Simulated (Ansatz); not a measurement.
Two isomers of C3H7NSi: A = `NC1=C[SiH2]C1`, B = `C=C[SiH2]C=N`.

Program: Ansatz. Geometries: PBE0-D4/def2-TZVP. ΔE: electronic, gas phase. CCSD(T)/CBS adds triple-zeta CCSD(T) − MP2 to the extrapolated MP2 energy (def2 sets, frozen cores). DFT in def2-TZVPP. B3LYP here is the variant with VWN-RPA as its local correlation; programs differ in this. One conformer a species, not always the lowest.

A:

```xyz
12

N     0.7477    1.3102   -1.2656
C     0.1734    0.3372   -0.5031
C    -0.5510   -0.7535   -0.8702
Si   -0.6598   -1.2958    0.8724
C     0.3434    0.3135    1.0009
H     1.0077    2.1685   -0.8134
H     0.4645    1.3942   -2.2270
H    -0.8440   -1.0307   -1.8742
H    -1.9877   -1.3031    1.5533
H     0.0463   -2.5398    1.2964
H     1.3854    0.2383    1.3219
H    -0.1259    1.1609    1.5085
```

B:

Z-matrix (Å, degrees):
```
Si
C 1 1.852
C 1 1.891 2 111.0
H 1 1.489 2 110.0 3 -121.0
H 1 1.491 2 112.2 3 119.0
C 2 1.330 1 122.7 3 127.4
H 2 1.088 1 118.6 3 -51.9
N 3 1.270 1 119.4 2 7.4
H 3 1.102 1 118.7 2 -173.7
H 6 1.087 2 121.8 1 -0.1
H 6 1.087 2 122.1 1 -179.8
H 8 1.023 3 111.6 1 179.0
```

Which is lower in electronic energy at CCSD(T)/CBS, and by how much? (Estimate.)

The calculation gave: A, by 59.3 kJ/mol.

Give E(B) − E(A) in kJ/mol with CCSD/def2-TZVPP, B2PLYP, PBE0-D4, r2SCAN-D4, B3LYP-D4, ωB97M-V, CCSD(T)/def2-TZVPP. (Estimate.)

The calculation gave: CCSD/def2-TZVPP 53.9, B2PLYP 56.7, PBE0-D4 88.5, r2SCAN-D4 78.0, B3LYP-D4 52.9, ωB97M-V 68.9, CCSD(T)/def2-TZVPP 54.6. None reverses the order clearly.

Largest T1 diagnostic: 0.012.

In def2-TZVPP, CCSD(T) changes the Hartree–Fock value by +16.4 kJ/mol (the triples alone add +0.7 kJ/mol) and MP2 by +37.8 kJ/mol. From PBE to PBE0 (25 % exact exchange), in def2-TZVPP and without D4, E(B) − E(A) moves by +10.7 kJ/mol.
